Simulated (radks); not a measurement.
Species: the beryllium ion Be2+. Configuration: [He] (the NIST ground configuration).

Calculated with a radial shooting solver on a logarithmic mesh with Libxc functionals: non-relativistic Kohn-Sham, LDA (Slater exchange, Perdew-Wang correlation), spin-polarised, spherical densities, point nucleus.

Energy parts (Ry):
part                     energy
total                 -26.88782
kinetic                26.68842
electron-nucleus      -58.39826
Hartree                 8.98420
exchange-correlation   -4.16217

Orbitals (lengths in bohr, moments of r in powers of bohr; <r^-3> diverges for s and p1/2):
| orbital | occ. | eigenvalue (Ry) | <r^-3> |
|---|---|---|---|
| 1s | 2 | -9.61227 | - |

The highest occupied level is 1s at -130.78 eV. Virial ratio -V/T = 2.00747.
